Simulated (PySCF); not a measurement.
## Computed vibrations of [Sm(H2O)4]2+

[Sm(H2O)4]2+ (singlet in the valence; each metal's 4f electrons, 6 of them, lie in its core potential, out of spins and levels). PySCF 2.14.0, RKS PBE0, Sm lcecp-0-SVP with ECP52, O def2-SVP, H def2-SVP; non-relativistic Hamiltonian with scalar-relativistic core potentials where named; density fitting; no spin-orbit coupling. Central differences of gradients.

```xyz
13

Sm    0.0000    0.0000    0.0000
O     1.5204    1.4606    1.3983
H     2.3223    1.2034    1.8817
H     1.4425    2.4134    1.5688
O    -1.5204   -1.3983    1.4606
H    -1.4425   -1.5688    2.4134
H    -2.3223   -1.8816    1.2034
O     1.5204   -1.4606   -1.3983
H     1.4425   -2.4134   -1.5688
H     2.3223   -1.2034   -1.8817
O    -1.5204    1.3983   -1.4606
H    -2.3223    1.8816   -1.2034
H    -1.4425    1.5688   -2.4134
```

Run from Python with OMP_NUM_THREADS=2. Where DIIS fails, smearing, a level shift and second-order steps follow.
It took 3.6 min on 2 threads of Arm Neoverse V2, on a shared host.

Problem. What are the harmonic wavenumbers and infrared intensities?

Solution. Negative numbers are unstable modes, those under 60 cm⁻¹ near the noise; a finer grid moves soft modes by up to 10 cm⁻¹.
```
cm⁻¹  km/mol  symmetry
 -14       –          
 -14       –          
  25     0.8          
  32     2.9          
  37     0.0          
  63     1.4          
  64     1.3          
 113     0.0          
 139     0.2          
 274     0.0          
 277     4.2          
 277     4.2          
 279     5.7          
 466     6.6          
 467     6.7          
 468     0.0          
 488     7.8          
 496     0.0          
 504   552.5          
 504   552.6          
 510   495.4          
1672   143.7          
1672   125.2          
1672   125.2          
1674     0.0          
3790   242.6          
3790   243.1          
3790   272.6          
3795     0.0          
3855     0.8          
3855   310.7          
3855   310.2          
3856   309.0
```

Problem. Is this a minimum?

Solution. Yes, within the noise of the softest modes. 

An lcecp potential fixes the number of 4f electrons, so in runs with it no electron can move into or out of that shell.
